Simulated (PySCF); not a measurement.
How methods differ on the electron affinity of Ga

Ga⁻ [Ar] 3d10 4s2 4p2 (3P) → Ga [Ar] 3d10 4s2 4p1 (2P), as a difference of total energies. All numbers are calculated (PySCF 2.14, the non-relativistic Hamiltonian (point nucleus), in def2-QZVPPD). Correlated levels: valence: [Ar] 3d10 frozen; valence and next inner shell: [Ne] frozen. The calculations carry no spin-orbit coupling.

```json
{"method": "UHF", "electron affinity (eV)": "-0.171", "plus first-order spin-orbit estimate": "-0.192", "difference from reference of that sum (eV)": "-0.493"}
{"method": "LDA", "electron affinity (eV)": "0.365", "plus first-order spin-orbit estimate": "0.345", "difference from reference of that sum (eV)": "+0.044"}
{"method": "PBE", "electron affinity (eV)": "0.267", "plus first-order spin-orbit estimate": "0.247", "difference from reference of that sum (eV)": "-0.054"}
{"method": "PBE0", "electron affinity (eV)": "0.264", "plus first-order spin-orbit estimate": "0.244", "difference from reference of that sum (eV)": "-0.057"}
{"method": "r2SCAN", "electron affinity (eV)": "0.355", "plus first-order spin-orbit estimate": "0.335", "difference from reference of that sum (eV)": "+0.034"}
{"method": "B3LYP", "electron affinity (eV)": "0.200", "plus first-order spin-orbit estimate": "0.180", "difference from reference of that sum (eV)": "-0.121"}
{"method": "HSE06", "electron affinity (eV)": "0.272", "plus first-order spin-orbit estimate": "0.252", "difference from reference of that sum (eV)": "-0.049"}
{"method": "TPSS", "electron affinity (eV)": "0.236", "plus first-order spin-orbit estimate": "0.216", "difference from reference of that sum (eV)": "-0.085"}
{"method": "B97-3", "electron affinity (eV)": "0.099", "plus first-order spin-orbit estimate": "0.079", "difference from reference of that sum (eV)": "-0.222"}
{"method": "MP2 (valence)", "electron affinity (eV)": "0.143", "plus first-order spin-orbit estimate": "0.123", "difference from reference of that sum (eV)": "-0.178"}
{"method": "SCS-MP2 (valence)", "electron affinity (eV)": "0.058", "plus first-order spin-orbit estimate": "0.038", "difference from reference of that sum (eV)": "-0.263"}
{"method": "MP2 (valence and next inner shell)", "electron affinity (eV)": "0.142", "plus first-order spin-orbit estimate": "0.122", "difference from reference of that sum (eV)": "-0.179"}
{"method": "SCS-MP2 (valence and next inner shell)", "electron affinity (eV)": "0.047", "plus first-order spin-orbit estimate": "0.027", "difference from reference of that sum (eV)": "-0.274"}
```

Reference: 0.301 eV (measured; photodetachment measurements, as compiled on the Wikipedia data page of electron affinities).

A first-order spin-orbit estimate (lowest level to lowest level, LS coupling) adds -0.020 eV.

These non-relativistic numbers lack the scalar-relativistic shift.

Errors of the correlated levels include the incompleteness of this basis and the frozen core.

A negative affinity means that the anion lies above the atom at that level of theory.

In the anion the highest occupied orbital energy is positive at LDA, PBE, PBE0, r2SCAN, B3LYP, HSE06, TPSS, B97-3, a self-interaction effect; the basis confines that electron, and the energy difference can still be sensible.
